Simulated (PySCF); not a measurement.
These are PySCF with TPSSh-D3(BJ)/def2-TZVP // BP86-D3(BJ)/def2-SVP values and carry that method's errors. All species are isolated molecules in the gas phase. One relaxed conformer stands for a flexible species; it need not be the lowest. 

Reference species: [W(Cl)6] (neutral, multiplicity 1).

| Item | Result |
|---|---|
| mean distance from the central atom to its bonded neighbours | 2.323 Å |
| LUMO | -5.64 eV |
| coordination number | 6 |

Changed species: [W(OH)6] (6 of 6 Cl replaced by OH; the reference has 0 of 6 Cl replaced by OH).

Q: Predict the effect on the mean distance from the central atom to its bonded neighbours, LUMO and coordination number.

A: the mean distance from the central atom to its bonded neighbours decreases by 0.383 Å, to 1.940 Å; the LUMO increases by 2.46 eV, to -3.18 eV; the coordination number is nearly the same.
